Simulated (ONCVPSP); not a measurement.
**What the settings do to the ONCV potential of platinum**

Base potential:

| Property | Result |
| --- | --- |
| Element | Pt |
| Generator | ONCVPSP 4.0.1 |
| Type | optimised norm-conserving Vanderbilt (ONCV) |
| Functional | PBEsol |
| Relativity | scalar-relativistic |
| Frozen core | [Kr] 4d10 4f14 |
| Valence charge | 18 |
| Reference configuration | 5s2 5p6 5d9 (charge +1) |
| Partial waves | 5s: rc 0.95 bohr, ncon 4, nbas 8, qcut 7 1/bohr, 2 projectors, debl 2.1 Ha; 5p: rc 1.75 bohr, ncon 3, nbas 7, qcut 9.2 1/bohr, 2 projectors, debl 1.4 Ha; 5d: rc 1.70 bohr, ncon 3, nbas 7, qcut 8.3 1/bohr, 1 projector; f scattering state at 0.04 Ha: rc 1.40 bohr, ncon 4, nbas 7, qcut 7.4 1/bohr, 2 projectors, debl 3.4 Ha |
| Local potential | polynomial inside 0.60 bohr (lpopt 5, dvloc0 4 Ha) |
| Core correction | Teter function, fcfact 5, rcfact 1.7 |

In the s channel the program set the typed energies aside and used -4.047, 0.250 Ha. In the p channel the program set the typed energies aside and used -2.364, 0.250 Ha.

All-electron outer shells of the reference configuration (PBEsol, scalar-relativistic, ld1.x):

```json
{"shell": "4f", "level (eV)": "-78.33", "outermost node (bohr)": "–", "outermost maximum (bohr)": "0.38"}
{"shell": "5p", "level (eV)": "-64.33", "outermost node (bohr)": "0.53", "outermost maximum (bohr)": "0.98"}
{"shell": "5d", "level (eV)": "-14.33", "outermost node (bohr)": "0.57", "outermost maximum (bohr)": "1.26"}
```

Cutoffs, loose and tight: the cutoffs (Ha) at which the residual kinetic energy of the hardest occupied pseudo-wave falls to 1 and 0.1 mHa per electron. They do not see the model core or the augmentation charge, which bear on the density cutoff. Test errors are all-electron minus pseudo excitation energies from the reference, over the configurations 5s2 5p6 5d9 6s1; 5s2 5p6 5d8; 5s2 5p6 5d7; 5s2 5p6 5d9 6p1. A dash means not determined; rows that change the core or the reference have their own tests. The largest error is taken over the tests solved by every variant that gives reliable tests at all: 5s2 5p6 5d7; 5s2 5p6 5d8; 5s2 5p6 5d9 6p1.

A true bound ghost makes a file unfit for plane-wave use even where its test errors are small: the radial tests pick states by their node count and pass the ghost by.

| change | outcome | cutoff, loose | cutoff, tight | bound ghosts | GHOST(+) flags above zero | largest test error (meV) |
| --- | --- | --- | --- | --- | --- | --- |
| base | generated, projector energies reset by the program | 159 Ha | 193 Ha | s, p, f | d, f | -3.6 |
| all radii but the core radius scaled by about 0.82 (s 0.78, p 1.44, d 1.40, f 1.16 bohr); local potential polynomial inside 0.50 bohr (lpopt 5, dvloc0 4 Ha) | generated, projector energies reset by the program | 292 Ha | 408 Ha | s, p, d, f | s, f | -37 |
| all radii but the core radius scaled by about 0.90 (s 0.86, p 1.58, d 1.52, f 1.26 bohr); local potential polynomial inside 0.54 bohr (lpopt 5, dvloc0 4 Ha) | generated, projector energies reset by the program | 97 Ha | 176 Ha | s, p, d, f | f | -67 |
| all radii but the core radius scaled by about 1.10 (s 1.04, p 1.92, d 1.86, f 1.54 bohr); local potential polynomial inside 0.66 bohr (lpopt 5, dvloc0 4 Ha) | generated, projector energies reset by the program | 140 Ha | 168 Ha | s, p | d, f | -15 |

Q: What comes out with this change to the base: all radii but the core radius scaled by about 1.27 (s 1.22, p 2.22, d 2.16, f 1.78 bohr); local potential polynomial inside 0.76 bohr (lpopt 5, dvloc0 4 Ha)?

A: outcome: generated, projector energies reset by the program; cutoff, loose: 67 Ha; cutoff, tight: 118 Ha; bound ghosts: s; GHOST(+) flags above zero: p; largest test error (meV): -21.

Q: What comes out with this change to the base: all radii but the core radius scaled by about 1.21 (s 1.14, p 2.12, d 2.06, f 1.68 bohr); local potential polynomial inside 0.72 bohr (lpopt 5, dvloc0 4 Ha)?

A: outcome: generated, projector energies reset by the program; cutoff, loose: 112 Ha; cutoff, tight: 139 Ha; bound ghosts: s; GHOST(+) flags above zero: p; largest test error (meV): -20.

Reading the sweep of the scale of all radii but the core radius (base = 1) (base included, trends over the rows without a ghost): Bound ghosts are found at 0.82, 0.9, 1, 1.1, 1.21, 1.27. Every judged row has one, so this setting neither creates nor removes them.
